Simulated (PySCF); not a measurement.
How methods differ on the ionisation energy of Nd²⁺

Nd²⁺ [Xe] 4f4 [4f5/2^4, M_J = 4] → Nd³⁺ [Xe] 4f3 [4f5/2^3, M_J = 9/2], as a difference of total energies. Calculation: PySCF 2.14, in x2c-TZVPall-2c; the two-component X2C-1e Hamiltonian. Correlated levels: [Ar] 3d10 frozen; the 18 highest virtual spinors dropped. "Screened" scales the spin-orbit matrix elements by Boettger's factors to mimic the two-electron term; Breit and QED terms are absent.

| method | ionisation energy (eV) | difference from reference (eV) |
| --- | --- | --- |
| GHF (spin-free) | 19.855 | -2.235 |
| GMP2 (spin-free) | 21.016 | -1.074 |
| GHF (screened spin-orbit) | 19.757 | -2.333 |
| GMP2 (screened spin-orbit) | 20.920 | -1.170 |

Reference: 22.09 ± 0.04 eV (semi-empirical (NIST evaluation); NIST Atomic Spectra Database, ionization energies).

The spin-free rows relax to the high-spin LS determinant and lack the spin-orbit shift.

The labels give the starting determinants; with spin-orbit coupling the two ends relaxed to ⟨J²⟩ = 23.44, ⟨L²⟩ = 41.89, ⟨S²⟩ = 6.00 and ⟨J²⟩ = 26.82, ⟨L²⟩ = 41.73, ⟨S²⟩ = 3.72.

The determinant of Nd²⁺ and of Nd³⁺ mixes levels of different J (the jj label is only the starting occupation), so the difference between spin-free and spin-orbit rows is not the physical spin-orbit shift.
